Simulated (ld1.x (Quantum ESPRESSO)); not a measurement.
Varying the RRKJ potential for La

Base potential:

La (Z = 57), norm-conserving RRKJ (Kleinman–Bylander form), made with ld1.x (Quantum ESPRESSO) 7.5 (PBE, fully relativistic). Core [Kr] 4d10, reference 4f0 5s2 5p6 5d1 6s0 6p0 (charge +2). Waves: 5s (bound): rc 2.35 bohr; 5p (bound): rc 2.40 bohr; 5d (bound): rc 2.45 bohr; 4f (bound, empty): rc 1.40 bohr. Local part: all-electron potential smoothed inside 1.75 bohr (lloc = -1). Core correction: Bessel-smoothed model core, default radius (core density twice the valence density). rho0 = 0.02.

Open shells are filled in proportion to 2j + 1 (rel_dist='average').

Cutoffs, loose and tight: the cutoffs (Ry, on a coarse ladder) from which the occupation-weighted sum of valence levels, in a spherical-Bessel basis at the reference potential, stays within 10 and 1 mRy of its value at 400 Ry. They do not see the model core or the augmentation charge, which bear on the density cutoff. Test errors are all-electron minus pseudo excitation energies from the reference, over the configurations 4f0 5s2 5p6 5d1 6s2 6p0; 4f0 5s2 5p6 5d1 6s1 6p0; 4f0 5s2 5p6 5d0 6s0 6p0; 4f0 5s2 5p6 5d2 6s0 6p0; 4f0 5s2 5p6 5d1 6s0 6p1; 4f0 5s2 5p6 5d1.5 6s1.5 6p0; 4f0 5s1 5p6 5d1 6s2 6p0. A dash means not determined; rows that change the core or the reference have their own tests. The largest error is taken over the tests solved by every variant that gives reliable tests at all: 4f0 5s2 5p6 5d0 6s0 6p0; 4f0 5s2 5p6 5d1 6s0 6p1; 4f0 5s2 5p6 5d2 6s0 6p0.

A true bound ghost makes a file unfit for plane-wave use even where its test errors are small: the radial tests pick states by their node count and pass the ghost by. Where a test does run into it, the solver fails or the error is huge.

Cutoffs are not given where the Bessel-basis levels miss the radial ones by over 6 mRy, ghosts where they miss by over 20 mRy; a channel whose overlap is not positive is not tested.

| change | outcome | bound ghosts | largest test error (meV) |
| --- | --- | --- | --- |
| base | generated | not determined | +70 |
| wave 5p (bound): rc 2.40 bohr becomes 5p (bound): rc 1.54 bohr | failed: compute_phi: phi has nodes before r_c | – | – |
| wave 5p (bound): rc 2.40 bohr becomes 5p (bound): rc 1.84 bohr | failed: compute_phi: phi has nodes before r_c | – | – |
| wave 5p (bound): rc 2.40 bohr becomes 5p (bound): rc 2.02 bohr | generated | not determined | +28 |
| wave 5p (bound): rc 2.40 bohr becomes 5p (bound): rc 2.52 bohr | generated | not determined | +91 |
| wave 5p (bound): rc 2.40 bohr becomes 5p (bound): rc 2.92 bohr | generated | s | +152 |
| wave 5p (bound): rc 2.40 bohr becomes 5p (bound): rc 3.18 bohr | generated | s | +154 |
| wave 5p (bound): rc 2.40 bohr becomes 5p (bound): rc 3.36 bohr | generated | s | +131 |

Problem. What comes out with this change to the base: wave 5p (bound): rc 2.40 bohr becomes 5p (bound): rc 2.70 bohr?

Solution. outcome: generated; bound ghosts: s; largest test error (meV): +114.

Problem. What comes out with this change to the base: wave 5p (bound): rc 2.40 bohr becomes 5p (bound): rc 3.58 bohr?

Solution. outcome: generated; bound ghosts: s; largest test error (meV): +45.

Problem. What comes out with this change to the base: wave 5p (bound): rc 2.40 bohr becomes 5p (bound): rc 2.20 bohr?

Solution. outcome: generated; bound ghosts: not determined; largest test error (meV): +41.

Reading the sweep of the p radius (base included, trends over the rows without a ghost): Bound ghosts are found at 2.7, 2.92, 3.18, 3.36, 3.58 bohr. Every judged row has one, so this setting neither creates nor removes them. The generation fails at 1.54, 1.84 bohr.
